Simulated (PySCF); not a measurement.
Structure problem from calculated spectra and properties.

Elements present: C, F, H and O. Monoisotopic mass: 98.0168 u.

- NMR, other nuclei: isotropic shieldings of nuclei other than C and H, by class: -58 (1 O), 339 (1 F) ppm [GIAO PBE0/pcSseg-1]
- 13C NMR: chemical shifts (computed TMS as zero) by class: 201.2 (1 C), 85.6 (1 C), 85.2 (1 C), 81.0 (1 C), 28.2 (1 C) ppm [GIAO PBE0/pcSseg-1]
- Dipole: 1.80 D [CAM-B3LYP/def2-SVPD]
- Couplings: largest of the computed one-bond spin–spin couplings (means over like bonds): 13C–1H +267.5, 19F–13C -240.5, 13C–13C +202.2, 13C–1H +187.2, 13C–1H +162.3, 13C–13C +129.8, 13C–13C +94.1, 13C–13C +56.5 Hz [B3LYP/pcJ-1, spin–dipole term left out for some pairs]
- Rotational structure: rotational constants A, B, C: 5.515, 1.491, 1.236 GHz [GFN2-xTB]
- UV, strongest line: among the 8 lowest singlet transitions: S7 at 7.23 eV (171 nm, f = 0.129) [TDDFT CAM-B3LYP/def2-SVPD]

Electronic properties: PySCF, gas phase, density fitting. Levels stand in brackets. Isolated species at its GFN2-xTB geometry (one conformer only). Each NMR value is the plain mean over a class of atoms that symmetry, rotation or inversion makes alike.

Question: Which formula fits the mass and the elements?

Answer: C5H3FO (calculated 98.0168). No other formula that holds each of these elements comes within 0.0003 u with a fitting electron parity and a possible valence count.

Question: Give a SMILES that accounts for the data.

Answer: Numbering: `[CH:1]#[C:2][C@H:3]([F:4])[CH:5]=[C:6]=[O:7]`. Its formula, C5H3FO, gives 4 degrees of unsaturation: 0 rings and 4 π bonds in the structure found. 5 carbons fall into 5 classes; from least to most shielded: central carbon of a ketene [C6] (201.2 ppm), alkyne carbon [C2] (85.6 ppm), terminal alkyne carbon [C1] (85.2 ppm), sp3 C–F carbon [C3] (81.0 ppm), outer carbon of cumulated double bonds [C5] (28.2 ppm). The other shieldings belong to: -58 ppm, oxygen bonded to C [O7]; 339 ppm, alkyl fluorine [F4]. The couplings run between: +267.5 Hz, terminal alkyne carbon [C1] and its hydrogen; -240.5 Hz, alkyl fluorine [F4] and sp3 C–F carbon [C3]; +202.2 Hz, terminal alkyne carbon [C1] and alkyne carbon [C2]; +187.2 Hz, outer carbon of cumulated double bonds [C5] and its hydrogen; +162.3 Hz, sp3 C–F carbon [C3] and its hydrogen; +129.8 Hz, outer carbon of cumulated double bonds [C5] and central carbon of a ketene [C6]; +94.1 Hz, alkyne carbon [C2] and sp3 C–F carbon [C3]; +56.5 Hz, sp3 C–F carbon [C3] and outer carbon of cumulated double bonds [C5]. The optimised geometry has point group C1 and is an asymmetric top. Structure: `C#C[C@H](F)C=C=O`. Computed isomers that give other values at the same levels: `O=CC1=CC/1=C\F` (13C chemical shifts (computed TMS as zero) by class: 179.7 (1 C), 144.8 (1 C), 135.6 (1 C), 129.8 (1 C), 104.3 (1 C) ppm); `O=CC1=CC/1=C/F` (13C chemical shifts (computed TMS as zero) by class: 184.3 (1 C), 145.2 (1 C), 135.9 (1 C), 134.5 (1 C), 104.2 (1 C) ppm); `CC#CC(F)=C=O` (13C chemical shifts (computed TMS as zero) by class: 262.4 (1 C), 149.9 (1 C), 116.4 (1 C), 67.8 (1 C), 8.3 (1 C) ppm). The assignments are read from this structure; whether some other isomer fits the data as well wasn't checked. The mirror image fits equally.

Conformer computed: `[CH:1]#[C:2][C@H:3]([F:4])[CH:5]=[C:6]=[O:7]`: C2–C3–C5–C6 -134°.
